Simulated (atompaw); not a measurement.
# Building the PAW (atompaw) potential for Rb (PBEsol, scalar-relativistic).

atompaw 4.2.0.5 input, output lines left out:

```
Rb 37
GGA-PBESOL scalarrelativistic loggrid 1500 logderivrange -2 5 176
5 5 3 0 0 0
5 0 1
5 1 0
0 0 0
c
c
c
c
v
c
c
c
v
c
2
3.00 2.50 2.60 2.55
y
1.1
n
y
2.95
n
y
0.15
y
2.6
n
custom polynom vanderbiltortho besselshape
3 0.5 troulliermartins
3.00
3.00
3.00
3.00
3.00
3.00
```

All-electron outer shells of the reference configuration (PBEsol, scalar-relativistic, ld1.x):

```
shell  level (eV)  outermost node (bohr)  outermost maximum (bohr)
   4s      -31.91                   0.62                      1.25
   4p      -15.98                   0.64                      1.42
   5s       -2.22                   1.79                      4.43
   5p       -0.74                   2.20                      6.14
```

Calculated quality:

```
Cutoffs needed                                           : 6 Ry and 6 Ry (the cutoffs (Ry, on a coarse ladder) from which the occupation-weighted sum of valence levels, in a spherical-Bessel basis at the reference potential, stays within 10 and 1 mRy of its value at 400 Ry)
Ghost test                                               : ghost states, extra bound levels that the all-electron valence spectrum of the same l lacks: s at -34.1 eV, p at -16.3 eV; a true bound ghost makes a file unfit for plane-wave use (spherical-Bessel basis up to 400 Ry, 20 bohr box)
Lowest eigenvalue of the overlap operator                : 0.50 (s channel)
Overlap eigenvalues printed by atompaw (projector basis) : 0.217, 1.06, 3.04, 53.5, 152, 1.74e+03
Share of each valence orbital outside the PAW sphere     : 5s 90 %, 5p 98 %
```

Generation and tests took about 5.9 s on one core of a shared server CPU.
